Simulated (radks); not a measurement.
Values are calculated unless marked as measured or tabulated.
The mean radii <r> (bohr) of the occupied orbitals of an atom or ion are listed with their occupations. Level of theory: non-relativistic Kohn-Sham, exchange-only B88, spin-polarised, spherical densities, point nucleus (a radial shooting solver on a logarithmic mesh with Libxc functionals).

| orbital | occ. | <r> |
|---|---|---|
| 1s up | 1 | 0.7590 |

Name the element and its charge. Open shells, if any, are filled with parallel spins first.

Answer. Z = 2, helium, charge +1: He+ in 1s1. The 1s radius gives Z: for a bare nucleus <r> = 1.5/Z, 0.75 bohr for Z = 2, and the self-interaction of the functional makes it slightly larger (0.7590 here). The occupations add up to 1, and the charge is Z minus that.
